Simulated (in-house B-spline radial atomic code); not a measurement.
## RPA and G0W0 on TPSS: Rb⁴⁺

Configuration [Ar] 3d10 4s2 4p3, highest spin, mean-field start TPSS. Computed with a B-spline radial code for spherical atoms: all electrons, scalar-relativistic (spin-free one-electron X2C), finite nucleus, each spin shell either full or empty, empty states to l = 9 with an (l + 1/2)⁻⁴ tail; G0W0 by contour deformation at full frequency.

Command:
```bash
python run_gw.py task.json out
```
Settings (radii: box in bohr, nucleus in fm):
```
Z                        37
electrons                33
configuration            [Ar] 3d10 4s2 4p3
hamiltonian              x2c
method                   tpss,tpss
lmax                     9
rms_radius               4.2036
spin_polarised           True
box_radius               11.96
intervals                68
```

Run time, properties included: 4.6 s on 1 thread of Arm Neoverse N1, with other jobs on the host.

Energies (hartree):

```json
{"term": "mean-field total", "value": "-2976.41379"}
{"term": "Hartree-Fock functional on these orbitals", "value": "-2974.76697"}
{"term": "direct second order", "value": "-2.8121"}
{"term": "second-order exchange", "value": "0.82451"}
{"term": "SOSEX correction", "value": "0.76297"}
```

What is the RPA correlation energy, and what remains with SOSEX?

RPA gives -2.4699 hartree (-2.04 eV per electron); RPA + SOSEX gives -1.707, and the second-order doubles -1.9876 hartree (no singles). RPA lacks exchange-type terms and so overcorrelates at short range.

Quasi-particle levels (eV):

```tsv
level	occupied	mean field	Σx - vxc	Σc	QP weight	G0W0
4p up	yes	-62.34	-6.80	?	?	?
4s down	yes	-75.86	-4.55	-2.67	0.950	-83.09
4p down	no	-57.84	8.32	-2.88	0.950	-52.40
```

G0W0 = mean field + (Σx - vxc) + Σc, with Σc (partial-wave tail included) taken at the quasi-particle energy. Only the outer levels were computed. Levels of low weight are left out.

Where does G0W0 put 4p up?

At -69.53 eV, with Σc = -0.39 eV and a quasi-particle weight of 0.949. The tabulated removal energy is 68.44 ± 0.15 eV (NIST, tabulated theory); the calculation leaves out spin-orbit coupling, Breit and QED terms, and what these don't explain is the method's own error.
